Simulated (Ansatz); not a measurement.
Geometry optimisation, UHF/6-31G* in Ansatz.

The input (input.yaml):

```yaml
crystal:
  periodic: [false, false, false]
  atoms:
    - { symbol: B, position_ang: [0.009154, -0.456872, -0.466975] }
    - { symbol: Cl, position_ang: [-0.053376, -0.340433, 2.599899] }
    - { symbol: Cl, position_ang: [1.487808, 0.342839, -1.026804] }
    - { symbol: "N", position_ang: [-1.252083, -0.043834, -0.841611] }
    - { symbol: H, position_ang: [-2.072718, -0.502255, -0.517337] }
    - { symbol: H, position_ang: [-1.434837, 0.751584, -1.418615] }
    - { symbol: H, position_ang: [-0.018048, 0.248972, 3.776443] }
magnetization:
  spin_polarized: true
  initial_magnetization: 1
basis:
  gaussian: { orbitals: "6-31G*" }
hamiltonian:
  xc: hf
relax:
  f_tol: 0.03
  max_steps: 50
```

Command:

```bash
$ ansatz run input.yaml --threads 1 --pin off --max-ram 2048MiB --backend cpu --events-out ev --progress --plain --runs-dir out
```

Question: Where does it end, and by what steps?

Answer: The forces met the threshold. The force dipped under the threshold on the way, but the program's further checks kept it going. After 25 steps the energy has fallen by 0.153 eV; Cl2 moved furthest, 1.35 Å.

```
step  energy less start (eV)  largest force component (eV/Å)  accepted
   0                  0.0000                           1.669       yes
   1                 -0.0921                           0.692       yes
   2                 -0.1180                           0.499       yes
   3                 -0.1255                           0.388       yes
   4                 -0.1117                           0.730        no
   5                 -0.1306                           0.205       yes
   6                 -0.1344                           0.092       yes
   7                 -0.1303                           0.544        no
   8                 -0.1354                           0.029       yes
   9                 -0.1364                           0.084       yes
  10                 -0.1365                           0.232       yes
  11                 -0.1401                           0.019       yes
  12                 -0.1387                           0.357        no
  13                 -0.1410                           0.040       yes
  14                 -0.1383                           0.394        no
  15                 -0.1420                           0.035       yes
  16                 -0.1428                           0.106       yes
  17                 -0.1430                           0.258       yes
  18                 -0.1470                           0.012       yes
  19                 -0.1453                           0.414        no
  20                 -0.1481                           0.067       yes
  21                 -0.1485                           0.243       yes
  22                 -0.1498                           0.282       yes
  23                 -0.1524                           0.106       yes
  24                 -0.1518                           0.302        no
  25                 -0.1528                           0.011       yes
```

```xyz
7
Properties=species:S:1:pos:R:3
B 0.157 -0.484 -0.923
Cl -0.789 -0.386 3.734
Cl 1.476 0.499 -1.586
N -1.152 -0.056 -0.893
H -1.881 -0.611 -0.503
H -1.451 0.830 -1.241
H 0.308 0.208 3.516
```

Time of the run: 34 s on 1 thread of Arm Neoverse V2, on a shared host, peak memory 0.15 GiB.
